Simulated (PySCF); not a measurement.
Simulated outer-valence photoelectron spectrum of `FC(Br)Br`. Level of theory: EOM-IP-CCSD/aug-cc-pVDZ in PySCF, restricted Hartree–Fock reference, frozen core, non-relativistic, gas phase, PBE0-D3(BJ)/def2-SVP geometry.

Each root has a Gaussian of 0.8 eV full width with its one-hole share as area; cross sections and vibrations are left out, and the highest printed point is 100.

(ionisation energy (eV), intensity): (9.6, 0), (9.8, 1), (10.0, 5), (10.2, 14), (10.4, 31), (10.6, 54), (10.8, 77), (11.0, 95), (11.2, 100), (11.4, 91), (11.6, 74), (11.8, 56), (12.0, 37), (12.2, 20), (12.4, 9), (12.6, 6), (12.8, 11), (13.0, 23), (13.2, 37), (13.4, 46), (13.6, 47), (13.8, 47), (14.0, 45), (14.2, 36), (14.4, 21), (14.6, 9), (14.8, 3), (15.0, 1), (15.2, 0), (15.4, 0), (15.6, 0), (15.8, 0), (16.0, 0), (16.2, 0), (16.4, 1), (16.6, 6), (16.8, 18), (17.0, 40), (17.2, 64), (17.4, 74), (17.6, 61), (17.8, 36), (18.0, 15), (18.2, 5), (18.4, 1), (18.6, 0)

Q: Where are the maxima, and how many lines lie under the curve?

A: 3 maxima, at 11.2, 13.6 and 17.4 eV, from 8 lines. At this width some lines have no maximum of their own.

Q: List the lines with their holes.

A: 
| E (eV) | leading hole (HF orbital) | area | Koopmans (eV) |
| --- | --- | --- | --- |
| 10.70 | HOMO | 0.96 | 11.36 |
| 11.18 | HOMO-2 | 0.96 | 11.91 |
| 11.22 | HOMO-1 | 0.96 | 11.91 |
| 11.79 | HOMO-3 | 0.96 | 12.53 |
| 13.35 | HOMO-4 | 0.96 | 14.34 |
| 14.03 | HOMO-5 | 0.94 | 15.60 |
| 17.31 | HOMO-6 | 0.93 | 19.51 |
| 17.46 | HOMO-7 | 0.93 | 20.21 |

The widest gap, 3.28 eV, lies between 14.03 and 17.31 eV. Only orbitals with −ε under 21 eV, eight at most, were ionised, so the high end of the curve may lack lines.
